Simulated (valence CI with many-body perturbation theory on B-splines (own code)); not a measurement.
Results of a calculation; reference values are marked as such.
**From CI to CI+MBPT in Au57+**

Method: configuration interaction combined with many-body perturbation theory (CI+MBPT): four valence electrons over a frozen Dirac-Fock core [Ar], radial functions for each j: 9 s, 9 p, 10 d, 8 f, 5 g, 3 h, 1 i, with the one-electron correlation potential Σ1, the two-electron term Σ2, the three-electron term Σ3, Breit, model QED; selected CI, second order for the rest (own B-spline code, finite nucleus).

The last digits are not significant, and no measured levels were compared; by estimate large intervals hold to a few tenths of a per cent, small ones and those within an open d or f shell to about a per cent. The list stops below the first excitations out of the core. Only levels of the ground parity were solved; by the run's estimate the other parity begins above the list, which can be wrong where configurations are misplaced.

Each rung adds one term. CI alone is the Dirac-Coulomb CI over the frozen core; QED comes last and gives the full result, which names the levels. Energies are above (3d3/2^4) J=0 on the same rung, in eV.

Levels are named by their leading jj configuration (3d3/2^4 stands for four electrons in 3d with j = 3/2), which in mixed levels can hold well under half, so a name can repeat and another be missing. Letters in brackets count levels of one name in rising energy.

| Level | CI alone | + Σ1 | + Σ2 | + Σ3 | + Breit | Full |
| --- | --- | --- | --- | --- | --- | --- |
| (3d3/2^3 3d5/2) J=1 | 90.78 | 91.10 | 91.72 | 91.88 | 89.59 | 89.86 |
| (3d3/2^3 3d5/2) J=4 | 105.60 | 105.92 | 106.57 | 106.56 | 102.20 | 102.46 |
| (3d3/2^3 3d5/2) J=2 | 108.88 | 109.21 | 109.46 | 109.64 | 106.43 | 106.70 |
| (3d3/2^3 3d5/2) J=3 | 112.57 | 112.89 | 113.18 | 113.25 | 109.91 | 110.18 |
| (3d3/2^2 3d5/2^2) J=0 [a] | 191.23 | 191.86 | 192.76 | 192.76 | 188.56 | 189.08 |
| (3d3/2^2 3d5/2^2) J=2 [a] | 191.46 | 192.08 | 193.01 | 193.26 | 188.58 | 189.10 |
| (3d3/2^2 3d5/2^2) J=4 [a] | 195.72 | 196.36 | 197.56 | 197.70 | 191.43 | 191.96 |
| (3d3/2^2 3d5/2^2) J=3 [a] | 197.51 | 198.15 | 199.09 | 199.24 | 193.79 | 194.32 |
| (3d3/2^2 3d5/2^2) J=5 | 202.57 | 203.21 | 204.46 | 204.55 | 197.26 | 197.79 |
| (3d3/2^2 3d5/2^2) J=6 | 206.69 | 207.33 | 208.76 | 208.81 | 200.15 | 200.67 |
| (3d3/2^2 3d5/2^2) J=1 | 207.46 | 208.10 | 208.56 | 208.75 | 203.73 | 204.26 |
| (3d3/2^2 3d5/2^2) J=3 [b] | 211.10 | 211.74 | 212.25 | 212.35 | 206.38 | 206.90 |
| (3d3/2^2 3d5/2^2) J=4 [b] | 212.61 | 213.25 | 214.01 | 213.98 | 206.99 | 207.51 |
| (3d3/2^2 3d5/2^2) J=2 [b] | 214.04 | 214.68 | 215.00 | 215.22 | 209.32 | 209.84 |
| (3d3/2^2 3d5/2^2) J=2 [c] | 227.15 | 227.80 | 227.99 | 228.12 | 223.23 | 223.75 |
| (3d3/2^2 3d5/2^2) J=4 [c] | 233.89 | 234.54 | 234.78 | 234.97 | 229.03 | 229.56 |
| (3d3/2^2 3d5/2^2) J=2 [d] | 247.90 | 248.57 | 248.20 | 248.35 | 243.48 | 244.01 |
| (3d3/2^2 3d5/2^2) J=0 [b] | 265.88 | 266.56 | 265.84 | 266.06 | 262.13 | 262.67 |

(1) How does the ionisation energy move along the ladder, and which term matters most?

## Answers

(1) CI alone 5841.3, + Σ1 5844.0, + Σ2 5853.0, + Σ3 5853.2, + Breit 5846.9, + QED 5847.2 eV. The largest step is Σ2, 9.0 eV. NIST lists 5846 ± 6 eV (theoretical).
